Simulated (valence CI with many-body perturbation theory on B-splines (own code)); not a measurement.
# Which ion has this spectrum?

A relativistic CI+MBPT calculation for an atom or ion with 7 electrons gives these levels (eV):

```csv
J,Parity,E,g
3/2,odd,0.000,2.00
3/2,odd,7.761,0.80
5/2,odd,7.769,1.20
1/2,odd,11.776,0.66
3/2,odd,11.808,1.33
5/2,even,34.749,1.60
3/2,even,35.055,1.73
1/2,even,35.217,2.67
5/2,even,47.889,1.20
3/2,even,47.894,0.80
1/2,even,56.247,1.99
3/2,even,59.297,1.33
1/2,even,59.667,0.67
3/2,odd,91.275,1.33
```

The energies are calculated, with errors of about 250 cm⁻¹, more in some levels.

Question: Which is it?
A. Na4+
B. Al6+
C. Si7+
D. P8+

Answer: B. Al6+, ground level 2s2.2p3 4S°_3/2.
